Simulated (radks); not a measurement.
Task: The mean radii <r> (bohr) of the occupied orbitals of an atom or ion are listed with their occupations. Calculated with a radial shooting solver on a logarithmic mesh with Libxc functionals: scalar-relativistic Kohn-Sham, PBEsol, spin-polarised, spherical densities, finite nucleus; Fermi nuclear charge, rms radius of each element as measured or else 0.836 A^(1/3) + 0.57 fm.

orbital  occ.     <r>
1s          2  0.2276

Name the element and its charge. Open shells, if any, are filled with parallel spins first.

Result: Z = 7, nitrogen, charge +5: N5+ in [He]. The 1s radius gives Z: for a bare nucleus <r> = (2 gamma + 1)/(2Z) with gamma = sqrt(1 - (Z/c)^2), 0.2141 bohr for Z = 7, and screening makes it slightly larger (0.2276 here). The occupations add up to 2, and the charge is Z minus that.
